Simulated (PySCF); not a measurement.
**Working out the ionisation energy of Te**

Te [Kr] 4d10 5s2 5p4 (3P) → Te⁺ [Kr] 4d10 5s2 5p3 (4S). All numbers are calculated (PySCF 2.14, a scalar-relativistic core potential, in aug-cc-pVDZ-PP with ECP28MDF). Frozen: 4s2 4p6 4d10. Energies in hartree (1 hartree = 27.21139 eV):

```tsv
part	Te (lower)	Te⁺ (upper)
UHF	-266.998483	-266.715443
MP2 opposite-spin	-0.047454	-0.035034
MP2 same-spin	-0.015924	-0.012950
```

Q: What does Hartree-Fock give?

A: (-266.715443) − (-266.998483) = 0.283040 hartree = 7.702 eV.

Q: What do MP2 and SCS-MP2 (6/5 opposite-spin, 1/3 same-spin) give?

A: The opposite-spin parts differ by 0.338 eV and the same-spin parts by 0.081 eV. MP2: 7.702 + (0.338) + (0.081) = 8.121 eV. SCS-MP2: 7.702 + 1.2 × (0.338) + (0.081)/3 = 8.135 eV.

Measured between the centres of the two terms (NIST): 8.749 eV, so MP2 (valence) is off by -0.628 eV.

A double-zeta basis recovers only part of the correlation energy.

What remains against the reference includes basis incompleteness, the frozen core and correlation beyond second order.
